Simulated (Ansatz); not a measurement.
A rate constant, worked out

An elementary step of SiN3H7, closed shell (SiN₃H₇ ([NH2][SiH]([NH2])[NH2]) → SiN₃H₅ ([NH][Si]([NH2])[NH2]) + H₂; Si–H, N–H broken or loosened, H–H formed or tightened). The start structure is the reactant molecule, and the electronic barrier above it is 3.040 eV by CCSD(T) at an estimated basis limit (MP2 extrapolated from triple and quadruple zeta, plus CCSD(T) − MP2 in triple zeta). Ansatz 0.2.0; basis: def2-TZVPP and def2-QZVPP; cores frozen in the correlated methods. Extrapolation: Hartree–Fock as exp(−7.88 √X), correlation as X^−2.97. Harmonic wavenumbers at PBE0-D4/def2-TZVP (Ansatz 0.2.0), in cm⁻¹:

Start: 199, 254, 286, 307, 346, 360, 411, 431, 441, 725, 729, 791, 834, 858, 911, 952, 965, 1571, 1576, 1579, 2191, 3605, 3606, 3617, 3704, 3704, 3716.

Saddle: 1076i, 188, 233, 266, 277, 327, 335, 385, 408, 463, 666, 729, 794, 849, 871, 946, 1067, 1169, 1564, 1583, 1794, 2238, 3621, 3626, 3673, 3725, 3727.

Question: Work out the transition-state-theory rate constant at 400 K from these numbers alone (harmonic vibrations; rotation, path degeneracy and anharmonicity left out), and the Wigner tunnelling factor. Use 1 cm⁻¹ = 1.2398 × 10⁻⁴ eV and k_B = 8.617 × 10⁻⁵ eV/K.

Answer: Zero-point energies, half the sums: start 38669/2 cm⁻¹ = 2.3972 eV; saddle, real modes only, 35524/2 cm⁻¹ = 2.2022 eV.
Barrier with zero-point energy: 3.040 + 2.2022 − 2.3972 = 2.8450 eV.
k_BT = 0.03447 eV, so the barrier is 82.54 k_BT.
Vibrational partition functions from the zero-point level, ln q = −Σ ln(1 − exp(−hν/k_BT)): start 3.838, saddle 4.110.
k = (k_BT/h) exp(ln q‡ − ln q) exp(−E0/k_BT), with log₁₀(k_BT/h in s⁻¹) = 12.92: log₁₀ k = 12.92 + (0.272 − 82.54)/2.3026 = -22.81, so k ≈ 2 × 10^(-23) s⁻¹.
Wigner factor: 1 + (hν‡/k_BT)²/24 = 1 + (3.87)²/24 = 1.62, too large for this simple formula to be trusted. A change of 1 kcal/mol (0.043 eV) in the barrier would change k by a factor of 3.5 at this temperature.

T1 diagnostic: at most 0.014.

Labels in which every atom is bracketed show which atoms are joined, not bond orders.

For scale, one of the runs: CCSD(T)/def2-TZVPP, 233 basis functions, launched by `ansatz run in.yaml --threads 4 --pin off --events-out ev --progress --plain --max-ram 9574MiB`. The run took 74 s on 4 CPU threads of an Arm Neoverse V2 (shared host), with 4.2 GiB of host memory at its peak.
